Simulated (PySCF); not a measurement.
Cd(H)(SiH3) (CdH₄Si), SMILES [SiH3][CdH]. The structure is a stationary point at B3LYP-D3(BJ)/def2-TZVP. The def2 effective core potentials stand for the cores of Cd; spin–orbit coupling is left out.

Computed equilibrium geometry at B3LYP-D3(BJ)/def2-TZVP (PySCF confirms it by a frequency run) as Cartesian coordinates in Å, and its point group:
point group C3v.
```xyz
6

Cd     0.0000     0.0000    -0.6509
H      0.0000     0.0000    -2.3502
Si     0.0000     0.0000     1.8786
H      1.1956     0.6903     2.4305
H      0.0000    -1.3805     2.4305
H     -1.1956     0.6903     2.4305
```
Charge 0, spin multiplicity 1.
